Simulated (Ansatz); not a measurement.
Compare A (`N[Si@@H]1[SiH2][C@H]1[SiH3]`) with its isomer B (`C[Si]N([SiH3])[SiH3]`).

Computed with Ansatz on PBE0-D4/def2-TZVP structures; ΔE is electronic, products minus reactants. CCSD(T)/CBS is the MP2 limit (def2-TZVPP, def2-QZVPP) plus CCSD(T) − MP2 in def2-TZVPP, frozen cores. Functionals use def2-TZVPP. B3LYP here is the variant with VWN-RPA as its local correlation; programs differ in this. Each species was taken in one conformer, which may not be the lowest.

(1) Which is lower in electronic energy at CCSD(T)/CBS, and by how much? (Best estimate.)

(2) Give E(B) − E(A) in kJ/mol with CCSD/def2-TZVPP, MP2/def2-TZVPP, B3LYP, B3LYP-D4, PBE-D4, ωB97M-V, r2SCAN-D4. (An estimate is asked.)

Largest T1 diagnostic: 0.013.

Results:

(1) Computed: B, by 86.3 kJ/mol.

(2) Ansatz gave: CCSD/def2-TZVPP -95.4, MP2/def2-TZVPP -84.2, B3LYP -89.5, B3LYP-D4 -96.2, PBE-D4 -62.8, ωB97M-V -91.7, r2SCAN-D4 -62.7. None reverses the order clearly.

In def2-TZVPP, CCSD(T) changes the Hartree–Fock value by +17.5 kJ/mol (the triples alone add +3.1 kJ/mol) and MP2 by +25.5 kJ/mol. The D4 term adds −6.7 kJ/mol with B3LYP and −3.4 kJ/mol with PBE0; it sums over pairs of atoms, weighted by their polarisabilities, and B3LYP, whose exchange is more repulsive, gets the larger term.
